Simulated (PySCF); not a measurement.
How methods differ on the ionisation energy of Ni³⁺

Ni³⁺ [Ar] 3d7 [3d3/2^4 3d5/2^3, M_J = 9/2] → Ni⁴⁺ [Ar] 3d6 [3d3/2^4 3d5/2^2, M_J = 4], as a difference of total energies. Computed with PySCF 2.14 in x2c-TZVPall-2c (6s7p4d1f, 54 functions), with the two-component X2C-1e Hamiltonian. Correlated levels: [Ne] frozen. "Screened" scales the spin-orbit matrix elements by Boettger's factors to mimic the two-electron term; Breit and QED terms are absent.

```tsv
method	ionisation energy (eV)
GHF (spin-free)	52.880
GMP2 (spin-free)	54.654
GHF (screened spin-orbit)	52.917
GMP2 (screened spin-orbit)	54.691
```

**Question.** How much does correlation contribute at GMP2 (screened spin-orbit)?

**Answer.** 54.691 − (52.917) = 1.774 eV, measured against GHF (screened spin-orbit).

Errors of the correlated levels include the incompleteness of this basis and the frozen core.

The labels give the starting determinants; with spin-orbit coupling the two ends relaxed to ⟨J²⟩ = 24.75, ⟨L²⟩ = 12.03, ⟨S²⟩ = 3.74 and ⟨J²⟩ = 20.00, ⟨L²⟩ = 6.02, ⟨S²⟩ = 5.99.

For comparison: 54.92 ± 0.25 eV (semi-empirical (NIST evaluation); NIST Atomic Spectra Database, ionization energies).
